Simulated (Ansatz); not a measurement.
Program: Ansatz. Geometries: PBE0-D4/def2-TZVP. ΔE: electronic, gas phase. CCSD(T)/CBS adds triple-zeta CCSD(T) − MP2 to the extrapolated MP2 energy (def2 sets, frozen cores). This one scheme is used for every species. DFT in def2-TZVPP. HSE06 is defined as in plane-wave codes. For Ge outer-core shells are correlated without core-valence functions, which leaves a few kJ/mol of doubt a bond. Scalar relativity is left out up to krypton.

Consider the ligand exchange at the Si–N bond: `[SiH3][NH][GeH3]` + H₂S → `[SiH3]S` + `[NH2][GeH3]`.

`[SiH3][NH][GeH3]`:

```xyz
10

Si    0.208   -0.114    1.565
N    -0.624   -0.241    0.068
Ge    0.017    0.168   -1.607
H     1.662   -0.221    1.275
H    -0.210   -1.208    2.484
H    -0.021    1.173    2.287
H    -1.625   -0.366    0.109
H     1.540   -0.005   -1.548
H    -0.331    1.615   -2.013
H    -0.618   -0.801   -2.619
```

H₂S:

```xyz
3

S     0.408    0.456    0.095
H    -0.334    0.078   -0.956
H    -0.074   -0.534    0.861
```

`[SiH3]S`:

```xyz
6

Si   -0.012   -0.527   -0.033
S     0.272    1.378    0.894
H    -1.411   -0.708   -0.494
H     0.304   -1.515    1.026
H     0.901   -0.713   -1.190
H    -0.054    2.084   -0.202
```

`[NH2][GeH3]`:

Cartesian coordinates in Å:
```
N 0.794 -0.383 0.757
Ge -0.404 0.102 -0.557
H 1.436 0.354 1.013
H 0.353 -0.721 1.602
H -1.262 -1.137 -0.856
H -1.339 1.274 -0.173
H 0.422 0.511 -1.785
```

```tsv
level	ΔE (kJ/mol)
CAM-B3LYP-D4	5.1
ωB97M-V	0.4
r2SCAN0	-4.2
HSE06	-9.1
BHLYP	2.0
MP2/def2-TZVPP	2.7
CCSD/def2-TZVPP	4.8
CCSD(T)/def2-TZVPP	3.7
```

Q: What does CCSD(T)/CBS give? (Estimate.)

A: Computed: +1.3 kJ/mol. The listed levels differ from it by 3.8, -0.9, -5.5, -10.4, 0.7, 1.4, 3.5, 2.4 kJ/mol.

Largest T1 diagnostic among the species: 0.011.

Leaving LDA and LC-ωPBE aside and taking each functional with its dispersion term where it has one, the values, not all of them listed here, spread over 15.4 kJ/mol, from PBE-D4 to BHLYP-D4. LDA lies +7.7 kJ/mol from PBE without D4. The D4 term adds +4.1 kJ/mol with B3LYP and +2.4 kJ/mol with PBE0; it sums over pairs of atoms, weighted by their polarisabilities, and B3LYP, whose exchange is more repulsive, gets the larger term.

B3LYP here is the variant with VWN-RPA as its local correlation; programs differ in this.
